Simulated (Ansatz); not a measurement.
Consider the cleavage of the Si–Si bond: `O[SiH](F)[SiH](Cl)Cl` + `N[SiH3]` → `O[SiH](F)N[SiH3]` + `Cl[SiH2]Cl`.

Computed with Ansatz on PBE0-D4/def2-TZVP structures; ΔE is electronic, products minus reactants. CBS: MP2 limit from def2 TZ/QZ plus the TZ coupled-cluster correction, frozen cores. This one scheme is used for every species. Functionals use def2-TZVPP. B3LYP here is the variant with VWN-RPA as its local correlation; programs differ in this. Each species was taken in one conformer, which may not be the lowest.

```
             level  ΔE (eV)
            PBE-D4    -0.76
         r2SCAN-D4    -0.96
            B2PLYP    -1.04
               PBE    -0.78
              PBE0    -0.89
             B3LYP    -0.98
     HF/def2-TZVPP    -1.22
CCSD(T)/def2-TZVPP    -1.07
```

(1) What does CCSD(T)/CBS give? (An estimate is asked.)

Largest T1 diagnostic among the species: 0.011.

## Answers

(1) The calculation gave: -1.04 eV. The listed levels differ from it by 0.28, 0.08, 0.00, 0.26, 0.15, 0.06, -0.18, -0.03 eV.

The D4 term adds +0.03 eV with B3LYP and +0.02 eV with PBE0; it sums over pairs of atoms, weighted by their polarisabilities, and B3LYP, whose exchange is more repulsive, gets the larger term. From PBE to PBE0 (25 % exact exchange), in def2-TZVPP and without D4, ΔE moves by −0.11 eV. In def2-TZVPP, CCSD(T) changes the Hartree–Fock value by +0.16 eV (the triples alone add +0.03 eV) and MP2 by +0.11 eV.
